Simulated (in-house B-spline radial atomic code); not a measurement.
A run on Gd (an excited or competing configuration) that did not converge. Method: scalar-relativistic (X2C) wB97X, spin-polarised, spherical fractional occupations, exact exchange averaged over the configuration, Fermi nucleus of rms radius 5.1569 fm; computed with a B-spline radial code for spherical atoms.

Command:
```bash
python run_scf.py task.json out
```
Settings (nuclear radius in fm, mass in u):
```
Z                64
configuration    [Xe] 4f6 5d1 6s2 7f1
hamiltonian      x2c
method           wb97x
spin_polarised   True
nucleus          fermi
rms_radius       5.1569
atomic_mass      157.92411
speed_of_light   137.035999084
exact_exchange   averaged over the configuration
```

First and last ten iterations of the last attempt (damped for 15 steps, keeping 80 % of the old Fock matrix, then DIIS):
```
 iter        energy (Eh)    residual
    1      -11235.479421    6.52e-01
    2      -11247.553561    9.14e-01
    3      -11258.882916    6.15e-01
    4      -11264.919926    3.95e-01
    5      -11267.954526    2.46e-01
    6      -11269.431563    1.67e-01
    7      -11270.124088    1.15e-01
    8      -11270.435343    7.95e-02
    9      -11270.584100    5.60e-02
   10      -11270.662074    4.20e-02
  111      -11270.746065    3.33e-04
  112      -11270.746048    5.57e-04
  113      -11270.746072    2.07e-04
  114      -11270.746085    3.12e-04
  115      -11270.746089    4.16e-04
  116      -11270.746081    2.41e-04
  117      -11270.746084    2.89e-04
  118      -11270.746080    2.17e-04
  119      -11270.746079    1.96e-04
  120      -11270.746081    2.37e-04
 not converged after 120 iterations
```

The smallest residual met was 1.5e-04; the threshold is about 6e-07. Over the last five steps the energy moves by less than 1e-05 hartree, but the orbitals didn't meet the threshold. Cost of the run: 24 s on 1 thread of Intel(R) Xeon(R) 6975P-C (shared host).
